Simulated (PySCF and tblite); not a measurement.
The numbers below are computed, except where a source is named.
System: C7H7N, numbered as in [H]/[N:1]=[CH:2]\[c:3]1[cH:4][cH:5][cH:6][cH:7][cH:8]1.

Motion: planar inversion at N1 (torsion C3–C2–N1–H from 0° to 180°). GFN2-xTB gives an electronic barrier of 22.1 kcal/mol and a reaction energy of 0.2 kcal/mol.

In real samples N–H and O–H hydrogens exchange between molecules, which also interchanges these forms.

PBE0/pcSseg-1 + D3(BJ) on GFN2-xTB geometries gives 25.3 kcal/mol and k(298 K) = 5×10⁻⁵ s⁻¹.

(1) What does OPBE/pcSseg-1 + D3(BJ) give on GFN2-xTB geometries?

(2) At the first level the ¹³C lines of C3 (start) / C3 (end) span 101 Hz and merge at 476 K (80 MHz). What does the second level predict?

Programs: tblite and PySCF.

Answers

(1) A barrier of 26.0 kcal/mol, 0.8 above the first DFT barrier (from unrounded values), a reaction energy of -1.0 kcal/mol and, with GFN2-xTB thermal terms, ΔG‡(298 K) = 24.1 kcal/mol and k = 1.4×10⁻⁵ s⁻¹ (1 equivalent path).

(2) A span of 116 Hz and merging at 492 K.
